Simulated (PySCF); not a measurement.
Mg(OH)(SeH) (H₂MgOSe), SMILES [OH][Mg][SeH].

Coordinates come from a PBE0-D3(BJ)/def2-TZVP optimisation. The geometry has at least one imaginary mode, so it is a saddle point at that level. One conformer was computed; it need not be the lowest.

Level of theory: PySCF with CAM-B3LYP/def2-TZVPD.

Isolated molecule, no solvent.

Computed frontier levels, gap, dipole moment and polarisability:
The highest occupied level is -8.11 eV and the lowest empty level is -0.68 eV. The orbital gap is 7.43 eV, the dipole moment comes out as 1.49 D and the quadrupole, principal values (traceless, Buckingham form, about the centre of nuclear charge) is -5.26, -0.72, 5.98 D·Å. The mean static polarisability comes out as 58.0 bohr³ (8.60 Å³) and the polarisability, principal values comes out as 50.7, 53.4, 70.0 bohr³.
